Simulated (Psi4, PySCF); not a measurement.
Input for Psi4:
```
memory 2 GB

molecule {
0 1
  Pd    0.00000000    0.00000000    0.00000000
}

set basis def2-tzvp
set scf_type pk
set puream true
set d_convergence 1e-8
set dft_radial_points 99
set dft_spherical_points 590

energy('b3lyp')
print_variables()
```

Q: Convert this to an input for PySCF.

A: This is not unique; one that fits is 
```python
from pyscf import gto, scf, dft

mol = gto.Mole()
mol.atom = '''
    Pd    0.000000    0.000000    0.000000
'''
mol.basis = 'def2-tzvp'
mol.ecp = {'Pd': 'def2-tzvp'}
mol.charge = 0
mol.spin = 0
mol.verbose = 4
mol.build()

mf = dft.RKS(mol)
mf.xc = 'b3lyp'
mf.grids.atom_grid = (99, 590)
mf.grids.prune = None
mf.kernel()
```

Both were run: Psi4 gave -127.916028 Eh and PySCF -127.916028 Eh, 0.000 mEh apart.
